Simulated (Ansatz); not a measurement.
Correlation energies of C4H4Si, SMILES `C#C[SiH2]C#C` by basis set

Cartesian coordinates in Å:
```
C 1.082 2.123 -1.051
C 0.712 0.992 -0.859
Si 0.162 -0.723 -0.589
C -0.747 -0.837 0.985
C -1.350 -0.928 2.025
H 1.409 3.124 -1.218
H -0.729 -1.131 -1.700
H 1.344 -1.614 -0.536
H -1.883 -1.005 2.945
```

The species carries charge 0 and has multiplicity 1. The structure was optimised at the PBE0-D4/def2-TZVP level. Frozen core, restricted reference, the Gaussian-basis code of Ansatz. CBS rows extrapolate triple and quadruple zeta; past MP2 they add the triple-zeta difference.

```csv
basis,HF (Eh),MP2 corr.,CCSD corr.,(T),CCSD(T) total
def2-SVP,-442.41453,-0.58813,-0.62679,-0.02715,-443.06847
def2-TZVPP,-442.69571,-0.71446,-0.74417,-0.03938,-443.47926
def2-QZVPP,-442.71083,-0.76183,–,–,–
CBS(def2),-442.71291,-0.79693,-0.82664,as TZ,-443.57893
```
